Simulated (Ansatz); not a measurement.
Two structures of SiH2F3, doublet, reached by relaxing down either side of one saddle point (PBE0-D4/def2-TZVP). Energies are electronic, without zero-point energy. Computed with Ansatz 0.2.0 (basis: def2-TZVPP and def2-QZVPP); correlated methods freeze the cores; orbitals are unrestricted. Extrapolation: Hartree–Fock as exp(−7.88 √X), correlation as X^−2.97. First:

```json
{"atom": "H1", "x (Å)": "-2.1267", "y (Å)": "-0.7718", "z (Å)": "1.0434"}
{"atom": "H2", "x (Å)": "-2.7600", "y (Å)": "-1.0048", "z (Å)": "1.3628"}
{"atom": "Si3", "x (Å)": "0.8588", "y (Å)": "0.3136", "z (Å)": "-0.4274"}
{"atom": "F4", "x (Å)": "1.6342", "y (Å)": "1.2868", "z (Å)": "0.5473"}
{"atom": "F5", "x (Å)": "0.5895", "y (Å)": "1.0883", "z (Å)": "-1.7787"}
{"atom": "F6", "x (Å)": "1.8040", "y (Å)": "-0.9122", "z (Å)": "-0.7475"}
```

Second:

H1  (-0.638, -0.231, 0.313)
H2  (-3.223, -1.171, 1.582)
Si3  (0.610, 0.221, -0.299)
F4  (1.382, 1.193, 0.667)
F5  (0.323, 0.988, -1.642)
F6  (1.546, -1.001, -0.621)
(Å)

Task: Which bonds change from the first to the second?

Result: SiF₃ ([F][Si]([F])[F]) + H₂ → SiHF₃ ([F][SiH]([F])[F]) + H; bonds formed: H1–Si3; bonds broken: H1–H2.

Task: Give the saddle point's structure and its height above each. (An estimate is asked for; the value comes from the calculation.)

Result: Computed: 0.573 eV above the first and 0.416 eV above the second (CCSD(T) at an estimated basis limit (MP2 extrapolated from triple and quadruple zeta, plus CCSD(T) − MP2 in triple zeta)).
```
6
angstrom
H -1.0004 -0.3631 0.4907
H -1.9281 -0.7000 0.9463
Si 0.3757 0.1364 -0.1844
F 1.1497 1.1097 0.7841
F 0.0888 0.9052 -1.5302
F 1.3144 -1.0881 -0.5065
```

The T1 diagnostic stays at or below 0.014. ⟨S²⟩ of the unrestricted Hartree–Fock references: 0.75 to 0.77 (a pure state has 0.75).

Radical steps of this kind take place in plasma deposition and etching.

Labels in which every atom is bracketed show which atoms are joined, not bond orders.

For scale, one of the runs: CCSD(T)/def2-TZVPP, 163 basis functions (an equivalent command: `ansatz run in.yaml --threads 4`). Time: 2.4 min of wall clock on 4 CPU threads; the host was shared. Peak host memory: 3.4 GiB.
